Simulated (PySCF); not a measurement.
C₅H₆OSi. Atoms are numbered in the order given.

```xyz
13

C     -0.1761     1.4416     2.4634
C     -0.0777     0.7367     1.4760
Si     0.0677    -0.3520     0.0000
C     -1.2431    -1.6603     0.0000
O      1.5375    -1.1277     0.0000
C     -0.0777     0.7367    -1.4760
C     -0.1761     1.4416    -2.4634
H     -0.2640     2.0664     3.3348
H     -1.1452    -2.2943     0.8939
H     -1.1452    -2.2943    -0.8939
H     -2.2443    -1.2045     0.0000
H      2.3189    -0.5669     0.0000
H     -0.2640     2.0664    -3.3348
```

Geometry optimised at PBE0-D3(BJ)/def2-SVP. One conformer was computed; it need not be the lowest.

Vertical ionisation energy (IE) and electron affinity (EA) in eV. Rows of orbital energies are one-electron estimates. Where ΔSCF, EOM or ADC give a negative EA the extra electron is unbound and the value depends on the basis.

```csv
level,IE,EA
"−ε(HOMO), −ε(LUMO), PBE0/def2-TZVP (PySCF)",8.07,0.67
"−ε(HOMO), −ε(LUMO), PBE/def2-TZVP (PySCF)",6.84,1.58
```
